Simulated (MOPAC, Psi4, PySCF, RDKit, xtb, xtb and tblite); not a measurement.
Conformational energy of C6H6S, SMILES C=Cc1cccs1. Scanned: dihedral C1–C2–C3–S7; all other coordinates were relaxed at GFN2-xTB. Points at φ and −φ are mirror images.

Geometry of the scan point at -120° (Å):
```
13

C      2.4462     0.6126    -0.4261
C      1.6213    -0.0934     0.3328
C      0.1902    -0.1779     0.0886
C     -0.4580    -0.5366    -1.0559
C     -1.8620    -0.4173    -0.9629
C     -2.2654     0.0578     0.2415
S     -0.9410     0.3599     1.2960
H      3.4985     0.6782    -0.2103
H      2.0997     1.1233    -1.3093
H      1.9770    -0.5646     1.2411
H      0.0558    -0.8999    -1.9281
H     -2.5371    -0.6716    -1.7606
H     -3.2617     0.2550     0.5842
```

- GFN2-xTB (xtb and tblite)
- MMFF94 // GFN2-xTB (RDKit)
- PBE/def2-TZVP // GFN2-xTB (Psi4)
- PBE-D3(BJ)/def2-TZVP // GFN2-xTB (Psi4)
- MP2/cc-pVTZ = DF-MP2 (frozen core)/cc-pVTZ // GFN2-xTB run with Psi4 1.11
- HF/cc-pVTZ // GFN2-xTB (Psi4)
- UFF // GFN2-xTB (RDKit)
- AM1, restricted, heats of formation // GFN2-xTB (MOPAC)
- PM6, restricted, heats of formation // GFN2-xTB (MOPAC)
- GFN1-xTB // GFN2-xTB (xtb)
- RKS-B3LYP/6-31G* = PySCF with restricted B3LYP/6-31G*, spherical d, density fitting // GFN2-xTB
- RHF/6-31G* = restricted Hartree-Fock/6-31G*, spherical d, density fitting // GFN2-xTB (PySCF)
- RMP2/3-21G = restricted MP2 (frozen core)/3-21G // GFN2-xTB (PySCF 2.14.0)
- RKS-M06-2X/6-31G* = restricted M06-2X/6-31G*, spherical d, density fitting // GFN2-xTB in PySCF 2.14.0

Least-squares fit of E(φ) = a0 + Σ (a_n cos nφ + b_n sin nφ), n = 1 to 4, to the 24 scan points, in kcal/mol above the lowest point of each profile (levels whose profile four harmonics don't fit are not listed):

| method | a0 | a1 | b1 | a2 | b2 | a3 | b3 | a4 | b4 | rms of fit |
|---|---|---|---|---|---|---|---|---|---|---|
| GFN2-xTB | 2.77 | -0.22 | 0.00 | -2.61 | 0.00 | -0.18 | 0.00 | 0.24 | 0.00 | 0.01 |
| MMFF94 | 2.80 | 0.96 | 0.00 | -2.04 | 0.00 | 0.12 | 0.00 | 0.34 | 0.00 | 0.03 |
| PBE/def2-TZVP | 2.70 | -0.27 | 0.00 | -2.57 | 0.00 | -0.14 | 0.00 | 0.31 | 0.00 | 0.02 |
| PBE-D3(BJ)/def2-TZVP | 2.75 | -0.30 | 0.00 | -2.60 | 0.00 | -0.15 | 0.00 | 0.32 | 0.00 | 0.02 |
| MP2/cc-pVTZ | 2.29 | -0.35 | 0.00 | -2.00 | 0.00 | -0.20 | 0.00 | 0.28 | 0.00 | 0.01 |
| HF/cc-pVTZ | 1.80 | -0.32 | 0.00 | -1.33 | 0.00 | -0.32 | 0.00 | 0.16 | 0.00 | 0.02 |
| UFF | 3.44 | -0.19 | 0.00 | -3.76 | 0.00 | -0.02 | 0.00 | 0.63 | 0.00 | 0.07 |
| AM1 | 1.04 | 0.05 | 0.00 | -0.99 | 0.00 | 0.07 | 0.00 | 0.00 | 0.00 | 0.05 |
| PM6 | 0.39 | 0.00 | 0.00 | -0.39 | 0.00 | 0.06 | 0.00 | 0.00 | 0.00 | 0.03 |
| GFN1-xTB | 2.60 | -0.18 | 0.00 | -2.49 | 0.00 | -0.15 | 0.00 | 0.22 | 0.00 | 0.01 |
| RKS-B3LYP/6-31G* | 2.57 | -0.30 | 0.00 | -2.34 | 0.00 | -0.22 | 0.00 | 0.30 | 0.00 | 0.01 |
| RHF/6-31G* | 1.67 | -0.30 | 0.00 | -1.23 | 0.00 | -0.34 | 0.00 | 0.20 | 0.00 | 0.01 |
| RMP2/3-21G | 1.77 | -0.43 | 0.00 | -1.13 | 0.00 | -0.32 | 0.00 | 0.09 | 0.00 | 0.02 |
| RKS-M06-2X/6-31G* | 2.32 | -0.38 | 0.00 | -1.97 | 0.00 | -0.27 | 0.00 | 0.31 | 0.00 | 0.01 |
